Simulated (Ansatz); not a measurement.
Reaction (substitution at a C–Si bond): `C=C[SiH2][S][GeH3]` + `CCCO` → `C=COCCC` + `[SiH3][S][GeH3]`

Program: Ansatz. Geometries: PBE0-D4/def2-TZVP. ΔE: electronic, gas phase. CBS: MP2 limit from def2 TZ/QZ plus the TZ coupled-cluster correction, frozen cores. Functionals use def2-TZVPP. B3LYP here is the variant with VWN-RPA as its local correlation; programs differ in this. For Ge outer-core shells are correlated without core-valence functions, which leaves a few kJ/mol of doubt a bond. Scalar relativity is left out up to krypton. One conformer a species, not always the lowest.

Q: Is it downhill or uphill in electronic energy at CCSD(T)/CBS, and by how much? (An estimate is asked.)

A: Ansatz gave: Uphill: ΔE = +49.1 kJ/mol.

Q: What do these levels give: PBE0-D4, B3LYP-D4, B2PLYP, CCSD(T)/def2-TZVPP, MP2/def2-QZVPP, MP2/CBS(def2)? (An estimate is asked.)

A: Computed: PBE0-D4 41.2, B3LYP-D4 40.2, B2PLYP 38.5, CCSD(T)/def2-TZVPP 45.5, MP2/def2-QZVPP 51.4, MP2/CBS(def2) 53.1 kJ/mol.

Largest T1 diagnostic among the species: 0.012.

The D4 term adds +7.7 kJ/mol with B3LYP and +4.2 kJ/mol with PBE0; it sums over pairs of atoms, weighted by their polarisabilities, and B3LYP, whose exchange is more repulsive, gets the larger term. In def2-TZVPP, CCSD(T) changes the Hartree–Fock value by +10.3 kJ/mol (the triples alone add +0.3 kJ/mol) and MP2 by +14.3 kJ/mol. From PBE to PBE0 (25 % exact exchange), in def2-TZVPP and without D4, ΔE moves by +4.2 kJ/mol.
